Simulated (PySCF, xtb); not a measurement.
C2H4FNOSi, SMILES [C@H]1(F)N=C[Si@H]1O.

GFN2-xTB run with xtb at its own geometry gives an orbital gap of 2.67 eV and a dipole moment of 3.24 D.

Geometry: r2SCAN-D4/def2-SVP. The structure was generated by enumeration; whether it is a known compound was not checked. Other conformers were not sampled.

What does PySCF with PBE/def2-TZVP give? (The exact figures need the calculation; the answer reports its results.)

gap 3.34 eV (levels -5.90 and -2.56 eV), dipole 1.37 D.
